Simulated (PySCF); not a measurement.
Job file and geometry (Å, from GFN2-xTB) of an NMR shielding run on SMILES CC(C)(C)c1pcc[p-]1, [C₇H₁₁P₂]-, PySCF, GIAO PBE0/pcSseg-1 NMR shielding, non-relativistic, gas phase; density fitting, a coarse starting grid and PySCF grid level 2 are the driver's defaults:

```
{"job": {"kind": "nmr", "xc": "PBE0", "basis": "pcSseg-1"}, "charge": -1, "multiplicity": 1}
C     -1.162383    -0.653140    -1.552300
C     -0.828711     0.030023    -0.221349
C     -1.602078    -0.661418     0.900877
C     -1.261264     1.498688    -0.294892
C      0.663780    -0.042753     0.020551
P      1.352189    -0.826190     1.414563
C      2.997314    -0.482746     0.957258
C      3.194629     0.207113    -0.206847
P      1.782974     0.672309    -1.113858
H     -0.859305    -1.698466    -1.519283
H     -2.233122    -0.601212    -1.762032
H     -0.616050    -0.165634    -2.357859
H     -2.677864    -0.606014     0.721446
H     -1.305209    -1.706525     0.967925
H     -1.375052    -0.188987     1.854878
H     -0.715589     1.998559    -1.093282
H     -2.333489     1.582552    -0.485817
H     -1.029149     2.001470     0.642632
H      3.818769    -0.812445     1.586102
H      4.184463     0.465495    -0.570230
```

Q: Write the output of this run.

A: 
```
coarse grid: 17672 points
cycle   1  E = -955.2831026152  dE =  1.177e+00  |g| = 6.198e-01  |ddm| = 4.342e+00
cycle   2  E = -955.1892437653  dE =  9.386e-02  |g| = 8.657e-01  |ddm| = 2.145e+00
cycle   3  E = -955.3946837227  dE = -2.054e-01  |g| = 1.533e-01  |ddm| = 1.343e+00
cycle   4  E = -955.4001817915  dE = -5.498e-03  |g| = 5.100e-02  |ddm| = 2.056e-01
cycle   5  E = -955.4005599397  dE = -3.781e-04  |g| = 3.309e-02  |ddm| = 9.513e-02
cycle   6  E = -955.4008835704  dE = -3.236e-04  |g| = 3.835e-03  |ddm| = 4.542e-02
cycle   7  E = -955.4008873200  dE = -3.750e-06  |g| = 1.592e-03  |ddm| = 7.702e-03
final grid: 161400 points
cycle   8  E = -955.4586811669  dE = -5.179e-05  |g| = 1.207e-02  |ddm| = 4.957e-02
cycle   9  E = -955.4586365951  dE =  4.457e-05  |g| = 1.763e-02  |ddm| = 3.197e-02
cycle  10  E = -955.4587185650  dE = -8.197e-05  |g| = 2.555e-03  |ddm| = 2.162e-02
cycle  11  E = -955.4587202092  dE = -1.644e-06  |g| = 5.933e-04  |ddm| = 3.316e-03
cycle  12  E = -955.4587202892  dE = -7.998e-08  |g| = 2.691e-04  |ddm| = 9.607e-04
cycle  13  E = -955.4587203095  dE = -2.023e-08  |g| = 4.969e-05  |ddm| = 3.922e-04
cycle  14  E = -955.4587203101  dE = -6.098e-10  |g| = 1.608e-05  |ddm| = 7.613e-05
converged SCF energy = -955.4587203101

GIAO shielding tensors (ppm)
atom      isotropic    diamagn.    paramagn.     s11        s22        s33       span
  0 C      144.167     247.321    -103.154    117.814    136.372    178.315     60.500
  1 C      148.254     238.566     -90.312    138.763    150.819    155.181     16.418
  2 C      149.954     247.819     -97.865    133.104    137.916    178.842     45.738
  3 C      144.177     247.359    -103.182    117.820    136.395    178.316     60.495
  4 C      -21.069     262.444    -283.513   -161.897    -31.012    129.703    291.600
  5 P      171.106     970.430    -799.324     -4.372    129.779    387.911    392.283
  6 C       47.827     263.413    -215.586    -60.164     58.336    145.308    205.472
  7 C       42.541     263.012    -220.471    -72.869     56.318    144.174    217.043
  8 P      160.348     970.738    -810.390    -50.233    132.909    398.367    448.600
  9 H       30.430      31.194      -0.764     27.694     28.206     35.390      7.697
 10 H       30.626      31.676      -1.050     26.545     28.143     37.189     10.643
 11 H       29.411      31.396      -1.985     24.442     29.813     33.977      9.535
 12 H       30.936      31.669      -0.733     26.914     29.316     36.577      9.663
 13 H       29.550      31.414      -1.864     24.937     29.143     34.570      9.632
 14 H       29.551      31.376      -1.824     24.939     29.144     34.571      9.632
 15 H       29.410      31.431      -2.021     24.440     29.814     33.976      9.537
 16 H       30.627      31.746      -1.119     26.545     28.145     37.190     10.644
 17 H       30.431      31.229      -0.798     27.696     28.205     35.392      7.696
 18 H       24.239      32.231      -7.992     21.830     24.907     25.980      4.150
 19 H       23.836      32.070      -8.234     21.582     24.364     25.561      3.979
```

Q: Turn these shieldings into chemical shifts. Shifts are taken against calculated references (same method and geometry level): TMS for ¹³C (σref 186.93) and ¹H (σref 31.72); H3PO4 for ³¹P (σref 318.38).

A: Averaging equivalent atoms: C 4: 208.0; C 6/7: 141.7; C 0/2/3: 40.8; C 1: 38.7; P 5/8: 152.6; H 18/19: 7.68; H 9/10/11/12/13/14/15/16/17: 1.61 ppm. Experimental scales use liquid or dissolved standards, which lie at an offset from isolated H3PO4.

Size and cost of the density-fitted run: 222 basis functions, about 2 core-minutes.
